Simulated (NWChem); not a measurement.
System: silicon monosulfide (SiS, singlet); SMILES [Si]=S

NWChem input:

```
start job
memory heap 200 mb stack 900 mb global 1100 mb
geometry units angstroms noautosym nocenter noautoz
  Si     0.000000     0.000000     1.036495
  S      0.000000     0.000000    -0.903154
end
basis spherical
  Si library pcseg-1
  S library pcseg-1
end
dft
  xc m06-2x
  iterations 150
end
cosmo
  do_cosmo_smd true
  solvent water
end
task dft energy
```

Low-valent species are run as closed-shell singlets; no triplet was tried in these runs. All runs use the structure optimised with PBE0/def2-SVP. Solvent: water.

Solvent water, SMD (1 M gas to 1 M solution), gas-phase geometry. Reactions with the solvent are ignored.

Task: Give the results of this calculation. (M06-2X/pcseg-1, SMD on the gas-phase geometry.) Quantities: basis functions; solvation free energy (kcal/mol); cavity-dispersion-structure term (kcal/mol); dipole in solution (D).

Result: The number of basis functions is 36 and the solvation free energy (kcal/mol) is -2.6. The cavity-dispersion-structure term (kcal/mol) is -0.4 and the dipole in solution (D) comes out as 3.07.
